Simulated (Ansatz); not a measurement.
(ClGaO)3 ring (Ga₃Cl₃O₃), relaxed as a singlet with RKS PBE-D4/def2-SVP in Ansatz, starting from the GFN2-xTB geometry. Force threshold 0.02 eV/Å.

Start:

```
atom   x (Å)   y (Å)   z (Å)
 Ga1   0.711  -1.617   0.343
 Cl2   1.329  -3.545   0.699
  O3   0.738  -0.921  -1.287
 Ga4   0.043   0.664  -1.673
 Cl5  -0.086   1.338  -3.611
  O6  -0.601   1.607  -0.317
 Ga7  -0.652   1.000   1.347
 Cl8  -1.534   2.076   2.860
  O9   0.052  -0.601   1.638
```

```
        step   energy (eV)  largest force component (eV/Å)  SCF passes
           1  -200770.6848                           1.470          20
           2  -200770.8961                           0.456          20
           3  -200770.9231                           0.047          20
           4  -200770.9237                           0.007          20
5 (rejected)  -200770.9228                           0.036          20
           6  -200770.9237                           0.007          20
```

Force components are those of the run's own axes.

End:

Cartesian coordinates in Å:
```
Ga 0.677 -1.638 0.338
Cl 1.456 -3.583 0.733
O 0.687 -0.984 -1.341
Ga 0.010 0.651 -1.683
Cl 0.002 1.411 -3.675
O -0.665 1.639 -0.335
Ga -0.676 0.992 1.347
Cl -1.491 2.157 2.936
O 0.001 -0.644 1.681
```

By distances, no bond broke or formed. The bond that changes most is Ga1–Cl2, from 2.06 to 2.13 Å (atoms count from 1).

The force fell under the threshold at step 4, but the optimiser went on. No frequencies were taken in this run, so the end may be a saddle point.

It took 8.5 s on 2 threads of AMD EPYC 7R13 on a shared host and a share (18 GiB) of an NVIDIA H100 80GB HBM3, peak host memory 0.81 GiB.
